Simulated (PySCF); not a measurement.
C₂H₄ClFSi, SMILES C=C[Si@H](F)Cl.

The structure is a stationary point at B3LYP-D3(BJ)/def2-SVP. The structure was generated by enumeration; whether it is a known compound was not checked. The values are those of a single conformer.

These are PySCF with B3LYP-D3(BJ)/def2-SVP values and carry that method's errors.

Frequencies are harmonic and unscaled.

**Question.** Estimate the vibrational spectrum. (An estimate is asked for; the answer gives what the named calculation found.)

**Answer.** 
| mode | ν (cm⁻¹) | IR (km/mol) | Raman (Å⁴/amu) | depolarisation | moving atoms (share of kinetic energy) |
|---|---|---|---|---|---|
| 1 | 84 | 0.2 | 8.3 | 0.75 | C 47 %, H 29 %, Cl 15 % |
| 2 | 155 | 0.3 | 2.4 | 0.74 | C 28 %, F 27 %, H 21 %, Cl 14 %, Si 10 % |
| 3 | 203 | 6.6 | 4.4 | 0.72 | F 31 %, C 30 %, H 21 %, Cl 11 % |
| 4 | 264 | 6.4 | 2.0 | 0.61 | F 40 %, Cl 26 %, Si 16 %, H 12 % |
| 5 | 403 | 11.8 | 4.0 | 0.43 | C 35 %, Si 27 %, H 22 %, F 10 % |
| 6 | 511 | 33.3 | 4.9 | 0.28 | H 37 %, C 28 %, Cl 18 %, Si 12 % |
| 7 | 571 | 94.3 | 8.7 | 0.36 | Si 38 %, H 26 %, Cl 21 %, C 13 % |
| 8 | 692 | 33.6 | 5.5 | 0.28 | C 42 %, H 28 %, Si 27 % |
| 9 | 824 | 48.2 | 8.7 | 0.74 | H 73 %, F 20 % |
| 10 | 839 | 239.9 | 11.3 | 0.75 | H 85 %, Si 11 % |
| 11 | 910 | 150.6 | 2.1 | 0.49 | Si 41 %, F 37 %, H 20 % |
| 12 | 1009 | 25.4 | 0.6 | 0.65 | H 72 %, C 27 % |
| 13 | 1013 | 21.3 | 3.3 | 0.54 | H 79 %, C 15 % |
| 14 | 1035 | 13.7 | 0.2 | 0.35 | H 93 % |
| 15 | 1275 | 0.9 | 10.3 | 0.27 | H 71 %, C 28 % |
| 16 | 1419 | 19.7 | 21.5 | 0.45 | H 83 %, C 17 % |
| 17 | 1666 | 15.9 | 16.5 | 0.13 | C 85 %, H 15 % |
| 18 | 2281 | 120.9 | 158.4 | 0.19 | H 97 % |
| 19 | 3123 | 8.7 | 90.9 | 0.19 | H 95 % |
| 20 | 3142 | 1.7 | 135.3 | 0.25 | H 92 %, C 8 % |
| 21 | 3218 | 3.3 | 82.3 | 0.69 | H 89 %, C 11 % |
